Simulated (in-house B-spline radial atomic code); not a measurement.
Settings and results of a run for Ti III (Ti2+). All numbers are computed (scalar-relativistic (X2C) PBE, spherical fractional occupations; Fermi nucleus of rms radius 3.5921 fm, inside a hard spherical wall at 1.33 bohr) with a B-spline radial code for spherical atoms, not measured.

Command:
```bash
python run_scf.py task.json out
```
Settings (nuclear radius in fm, mass in u):
```
Z                22
configuration    [Ar] 3d2
hamiltonian      x2c
method           pbe,pbe
spin_polarised   False
nucleus          fermi
rms_radius       3.5921
atomic_mass      47.94794
speed_of_light   137.035999084
wall_radius      1.33
```

Output (hartree, bohr):
```
 radial grid: 58 intervals, B-splines of order 8, outer radius 1.33 bohr

 iter        energy (Eh)    residual
    1        -831.861400    2.50e-01
    2        -832.003111    1.01e-02
    3        -832.003865    4.88e-03
    4        -832.004013    2.34e-03
    5        -832.004050    1.52e-04
    6        -832.004051    2.46e-05
    7        -832.004051    5.44e-07
    8        -832.004051    5.07e-09

 total energy                      -832.00405
 kinetic                             932.6806
 electron-nucleus                  -2123.2564
 Hartree                             404.8778
 exchange-correlation                -46.3061

 orbital      occ     eigenvalue          <r>       <r^2>       <1/r>       r_max
 1s         2.000      -174.7326    0.0693764   0.0064879     22.0092     0.04527
 2s         2.000       -16.5330     0.330716    0.129867      4.4963      0.2712
 2p         6.000       -13.0123     0.297195    0.109594     4.36744      0.2223
 3s         2.000         0.8333     0.762776    0.643236     1.88394      0.7999
 3p         6.000         1.9062     0.751757     0.63098     1.82174      0.7967
 3d         2.000         3.2876     0.728597    0.578615     1.54036      0.7309
```

Run time, properties included: 0.09 s on 1 thread of Arm Neoverse N1, on a shared host.
